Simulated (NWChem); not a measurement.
Molecule: CHCl$_{2}$FOSi; SMILES [Si](Cl)(F)(Cl)C=O

```xyz
7

O      1.4316     2.1159    -0.5054
C      1.5271     1.0551     0.0498
Si     0.0151    -0.1022     0.2958
F     -0.1486    -0.4062     1.8706
Cl    -1.6816     0.7680    -0.3976
Cl     0.3871    -1.8774    -0.6417
H      2.5174     0.6877     0.4366
```
Atoms are numbered in this order, from 1.

Computed with NWChem. Pople sets run with spherical d functions. Structure relaxed at the PBE0/def2-SVP level. Level M06-L/6-31G*: energy and gradient on several grids; changes count from the extra-fine grid, which is no exact limit either.

```
grid     size of the energy change (μHa)  largest change of a gradient component (μHa/bohr)
-------  -------------------------------  -------------------------------------------------
xcoarse                            20000                                               4000
coarse                              3000                                                900
medium                                10                                                200
fine                                < 10                                                200
xfine                               < 10                                               < 30
```
